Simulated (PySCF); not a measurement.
PySCF job for NbO2Cl, SMILES [O]=[Nb](=[O])[Cl], multiplicity 1, PBE-D3(BJ)/def2-SVP. Geometry: PBE-D3(BJ)/def2-SVP. The multiplicity is an assumed one; other spin states were not compared. The def2 effective core potentials stand for the cores of Nb; spin–orbit coupling is left out.

```python
import numpy as np
from pyscf import gto, scf, dft, df
from pyscf.hessian import thermo

mol = gto.M(
    atom='''
    Nb    0.36232825   -0.23601371   -0.00000000
    O     1.13896419    0.45252218   -1.37370836
    O     1.13896419    0.45252218    1.37370837
    Cl   -1.94581677    0.14330631    0.00000000
    ''',
    basis='def2-SVP',
    ecp={'Nb': 'def2-svp'},
    charge=0,
    spin=0,
    max_memory=1600,
    verbose=3,
)
mf = dft.RKS(mol, xc='pbe').density_fit(auxbasis='def2-universal-jkfit')
mf.disp = 'd3bj'
mf.grids.level = 3
mf.conv_tol = 1e-11
mf.max_cycle = 100
mf.kernel()

# [left out here: the lines that compute and print the analytic Hessian (its translational invariance restored by hand, since the grid's response is missing), thermochemistry and intensities]
```

Program output:

```
converged SCF energy = -667.21096975406

WARN: DFTD3 does not support analytical Hessian, using finite difference


WARN: Mole.unit (angstrom) is changed to Bohr

Mode                                 0                   1                   2
Irrep
Freq [cm^-1]                      142.6293            163.3908            322.5766
Reduced mass [au]                  22.7707             20.7004             19.3021
Force const [Dyne/A]                0.2729              0.3256              1.1834
Char temp [K]                     205.2119            235.0830            464.1159
Normal mode                   x     y     z       x     y     z       x     y     z
       0  Nb                -0.01  0.05  0.00   -0.00  0.00 -0.04   -0.00  0.03 -0.00
       1   O                 0.10 -0.09 -0.01    0.14 -0.03  0.02   -0.08 -0.07 -0.11
       2   O                 0.10 -0.09  0.01   -0.14  0.03  0.02   -0.08 -0.07  0.11
       3  Cl                -0.05 -0.05 -0.00   -0.00 -0.00  0.08    0.07 -0.01 -0.00
Mode                                 3                   4                   5
Irrep
Freq [cm^-1]                      411.3791            950.6636            984.7952
Reduced mass [au]                  34.9054             18.9102             17.7973
Force const [Dyne/A]                3.4804             10.0693             10.1694
Char temp [K]                     591.8830           1367.7932           1416.9011
Normal mode                   x     y     z       x     y     z       x     y     z
       0  Nb                 0.06 -0.00  0.00    0.00  0.00  0.04   -0.03 -0.02  0.00
       1   O                -0.04 -0.01 -0.06    0.07  0.06 -0.13    0.08  0.07 -0.13
       2   O                -0.04 -0.01  0.06   -0.07 -0.06 -0.13    0.08  0.07  0.13
       3  Cl                -0.12  0.03 -0.00    0.00 -0.00 -0.00   -0.00  0.00 -0.00
temperature 298.1500 [K]
pressure 101325.00 [Pa]
Rotational constants [GHz] 6.94266 2.52261 2.03526
Symmetry number 1
Zero-point energy (ZPE) 0.00678 [Eh]   17797.052 [J/mol]
                           tot       elec      trans        rot        vib
Entropy [J/mol/K]       315.637      0.000    172.069    111.306     32.262
Cv [J/mol/K]             57.170      0.000     12.472     12.472     32.227
Cp [J/mol/K]             65.484      0.000     20.786     12.472     32.227
Internal energy [J/mol]                      3718.434   3718.434  23182.837
Internal energy [Eh]   -667.19931  -667.21097
Enthalpy [J/mol]                             6197.391   3718.434  23182.837
Enthalpy [Eh]          -667.19836
Gibbs free energy [J/mol]                  -45105.103 -29467.415  13563.998
Gibbs free energy [Eh] -667.23421
static polarisability / bohr^3: [[58.192  2.738 -0.   ]
 [ 2.743 30.376 -0.   ]
 [-0.     0.    47.391]]
largest difference of analytic and finite-field dipole derivatives / e: 0.0018446456422691604
mode   freq/cm-1   IR/(km/mol)   Raman/(A^4/amu)   depolarisation
   1      142.63        36.189             0.459            0.750
   2      163.39         2.237             4.195            0.750
   3      322.58        10.299             3.327            0.622
   4      411.38        50.114             5.721            0.162
   5      950.66       181.526             9.549            0.750
   6      984.80        88.738            35.004            0.059
max |gradient| / (hartree/bohr): 0.00013504608892021553
APT charges: [ 1.8691 -0.6836 -0.6836 -0.5019]
```

Self-consistency was reached.

Cost: about 60 core-seconds (a rough figure).
